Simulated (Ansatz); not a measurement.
A single point on H4SSiZn.

```yaml
crystal:
  periodic: [false, false, false]
  atoms:
    - {symbol: S, position_ang: [-1.560657, -0.287915, -0.054287]}
    - {symbol: Si, position_ang: [0.265460, 0.825596, -0.038772]}
    - {symbol: Zn, position_ang: [0.667749, -3.020688, 1.321828]}
    - {symbol: H, position_ang: [-1.335794, -0.852868, -1.252796]}
    - {symbol: H, position_ang: [0.316499, 1.796246, -1.160786]}
    - {symbol: H, position_ang: [0.261222, 1.543101, 1.257991]}
    - {symbol: H, position_ang: [1.446721, -0.071472, -0.118877]}
basis:
  gaussian: {orbitals: def2-TZVPP}
hamiltonian: {xc: pbe}
correlation: {method: rpa, frozen_orbitals: {H: 0, S: 5, Si: 5, Zn: 9}}
```

```sh
$ ansatz run in.yaml --threads 2 --pin off --events-out ev --progress --plain --max-ram 4352MiB
```

It prints (some lines left out):

```
Functional definition: PBE
1231 factors; integrals over basis functions are off by at most 8.9e-4 eV
mean field evaluation 1: about -67180.8405 eV, gradient 3.9e1 eV
mean field evaluation 2: about -67180.8332 eV, gradient 3.9e1 eV
mean field evaluation 4: about -67182.8253 eV, gradient 6.3e0 eV
mean field evaluation 8: about -67182.9238 eV, gradient 5.2e-1 eV
mean field evaluation 16: about -67182.9244 eV, gradient 9.6e-5 eV
mean field -67182.92442233 eV, -2468.9269342990 hartree, gradient 7.0e-6 eV, S^2 0.000000; 0 other end points of the search recorded, 0 dependent functions left out
19 core orbitals not correlated: weight in the atoms' cores, before any rotation towards them, 1.000 or more for the frozen orbitals, at most 0.000 for the correlated occupied ones
reference -67119.02750616 eV, -2466.5787659406 hartree; 13, 13 occupied and 172, 172 virtual orbitals, 1231 factors
Total energy: -67151.87642690 eV, -2467.7859415121 hartree
```

It took 10 s on 2 threads of an Arm Neoverse N1 on a shared host, with 0.35 GiB of host memory at the peak.
